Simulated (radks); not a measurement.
Values are calculated unless marked as measured or tabulated.
All-electron atom: Sm2+ in [Xe] 4f6.

Code: a radial shooting solver on a logarithmic mesh with Libxc functionals. Model: Dirac Kohn-Sham, PBE, spin-unpolarised, spherical densities, finite nucleus; open shells are shared between the two j in proportion to 2j + 1; Fermi nuclear charge, rms radius 5.0819 fm.

Energy parts (hartree):
part                       energy
total                 -10433.1924
kinetic                11311.1446
electron-nucleus      -25533.8680
Hartree                 4025.6117
exchange-correlation    -236.0807

Orbitals (lengths in bohr, moments of r in powers of bohr):
| orbital | occ. | eigenvalue (hartree) | <1/r> | <r^4> | small-component weight |
|---|---|---|---|---|---|
| 1s1/2 | 2 | -1713.972 | 68.81 | 1.318e-06 | 5.31e-02 |
| 2s1/2 | 2 | -280.3606 | 16.35 | 0.0002114 | 1.17e-02 |
| 2p1/2 | 2 | -265.7822 | 16.33 | 0.0001315 | 1.17e-02 |
| 2p3/2 | 4 | -243.6281 | 14.56 | 0.0001696 | 1.09e-02 |
| 3s1/2 | 2 | -61.80274 | 5.945 | 0.008328 | 3.66e-03 |
| 3p1/2 | 2 | -55.52597 | 5.859 | 0.007627 | 3.60e-03 |
| 3p3/2 | 4 | -51.03984 | 5.412 | 0.009231 | 3.38e-03 |
| 3d3/2 | 4 | -40.15051 | 5.286 | 0.006796 | 3.26e-03 |
| 3d5/2 | 6 | -39.17617 | 5.174 | 0.007211 | 3.19e-03 |
| 4s1/2 | 2 | -12.66908 | 2.476 | 0.2089 | 1.15e-03 |
| 4p1/2 | 2 | -10.26209 | 2.370 | 0.2406 | 1.08e-03 |
| 4p3/2 | 4 | -9.27783 | 2.219 | 0.2908 | 9.99e-04 |
| 4d3/2 | 4 | -5.31674 | 1.999 | 0.4312 | 8.39e-04 |
| 4d5/2 | 6 | -5.14096 | 1.961 | 0.4588 | 8.18e-04 |
| 4f5/2 | 2.57143 | -0.58810 | 1.374 | 5.322 | 4.40e-04 |
| 4f7/2 | 3.42857 | -0.56808 | 1.356 | 5.807 | 4.31e-04 |
| 5s1/2 | 2 | -2.07855 | 0.9434 | 7.390 | 2.40e-04 |
| 5p1/2 | 2 | -1.43380 | 0.8291 | 12.53 | 1.89e-04 |
| 5p3/2 | 4 | -1.30293 | 0.7767 | 15.71 | 1.69e-04 |
| 5d3/2 | 0 | -0.50640 | 0.5084 | 94.89 | 7.35e-05 |
| 5d5/2 | 0 | -0.49615 | 0.4983 | 101.6 | 7.07e-05 |
| 6s1/2 | 0 | -0.50610 | 0.3560 | 288.1 | 4.19e-05 |
| 6p1/2 | 0 | -0.37311 | 0.3012 | 568.7 | 3.14e-05 |
| 6p3/2 | 0 | -0.35501 | 0.2889 | 668.6 | 2.96e-05 |

The highest occupied level is 4f7/2 at -15.458 eV. Summed over all electrons, <r^2> = 40.79 bohr^2, which gives a Langevin (diamagnetic) susceptibility term of -32.3 x 10^-6 cm^3/mol. For comparison, the ionisation energy in NIST's Atomic Spectra Database is 23.6 eV (semi-empirical). In exact Kohn-Sham theory the highest level is minus the ionisation energy, but local and semilocal functionals leave it too shallow, through self-interaction and a potential that decays too fast; potentials with the right tail come closer. The electron density at the nucleus is 5.331e+05 e/bohr^3. The density falls to 0.001 e/bohr^3 at r = 3.53 bohr.

Beside tabulated values, note that spin-unpolarised runs miss the spin-polarisation part of the exchange energy of open shells.
